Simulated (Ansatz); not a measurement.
Consider the hydrogen abstraction from a Ge–H bond: `C[O][GeH2][OH]` + F• → `C[O][GeH][OH]`• + H–F.

Program: Ansatz. Geometries: PBE0-D4/def2-TZVP. ΔE: electronic, gas phase. CCSD(T)/CBS is the MP2 limit (def2-TZVPP, def2-QZVPP) plus CCSD(T) − MP2 in def2-TZVPP, frozen cores. This one scheme is used for every species, atoms too. Functionals use def2-TZVPP. B3LYP here is the variant with VWN-RPA as its local correlation; programs differ in this. HSE06 is defined as in plane-wave codes. Open shells (•) are unrestricted, without spin–orbit coupling. Spin–orbit coupling would lower the free atoms: a little for F. For Ge outer-core shells are correlated without core-valence functions, so the limit isn't a true one: a few kJ/mol of doubt a bond, and 10 to 20 or more in all where bonds break to atoms. Scalar relativity is left out up to krypton. One conformer a species, not always the lowest.

```tsv
level	ΔE (kJ/mol)	difference from CCSD(T)/CBS
r2SCAN-D4	-228.2	-9.0
PBE0-D4	-220.7	-1.5
B3LYP-D4	-226.2	-7.0
r2SCAN0-D4	-205.2	14.0
BHLYP-D4	-184.7	34.5
revPBE	-244.4	-25.2
HSE06	-222.2	-3.0
HF/def2-SVP	-91.6	127.6
MP2/def2-SVP	-201.0	18.2
MP2/def2-TZVPP	-233.6	-14.4
CCSD(T)/CBS	-219.2	0
```

Largest T1 diagnostic among the species: 0.015.

From BLYP to BHLYP (50 % exact exchange), in def2-TZVPP and without D4, ΔE moves by +65.5 kJ/mol. At CCSD(T), def2-SVP lies +40.6 kJ/mol from the extrapolated value and def2-TZVPP +12.5 kJ/mol. In def2-TZVPP, CCSD(T) changes the Hartree–Fock value by −99.5 kJ/mol (the triples alone add −8.9 kJ/mol) and MP2 by −126.4 kJ/mol.

CCSD(T)/CBS has its own doubt, a few kJ/mol and more with outer-core shells, so smaller differences from it don't rank the levels.
